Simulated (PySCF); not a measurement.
A structure optimised at B3LYP-D3(BJ)/def2-SVP, used in a PySCF frequency run:

```
Al
S 1 2.1857
H 2 1.3545 1 93.68
S 1 2.1897 2 116.66 3 -168.71
H 4 1.3539 1 94.47 2 -167.00
S 1 2.1929 2 119.40 3 11.37
H 6 1.3538 1 94.70 2 -168.22
```

Question: Write its SMILES and formula.

Answer: [SH][Al]([SH])[SH], AlH3S3

Question: What are its rotational constants (standard atomic weights)?

Answer: 2.1352, 2.0548, 1.0481 GHz
